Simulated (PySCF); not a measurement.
SbBr2, SMILES [Br][Sb][Br], multiplicity 2.

The structure is a stationary point at r2SCAN-D4/def2-SVP. The multiplicity is an assumed one; other spin states were not compared. The isomer is the one that the SMILES or the coordinates give; other isomers of the formula were not compared. The def2 effective core potentials stand for the cores of Sb; spin–orbit coupling is left out.

Computed with r2SCAN-D4/def2-SVP (PySCF).

Frequencies are harmonic and unscaled.

```csv
mode,ν (cm⁻¹),IR (km/mol),moving atoms (share of kinetic energy)
1,80,0.6,"Br 81 %, Sb 19 %"
2,250,42.0,"Br 56 %, Sb 44 %"
3,255,13.0,"Br 63 %, Sb 37 %"
```
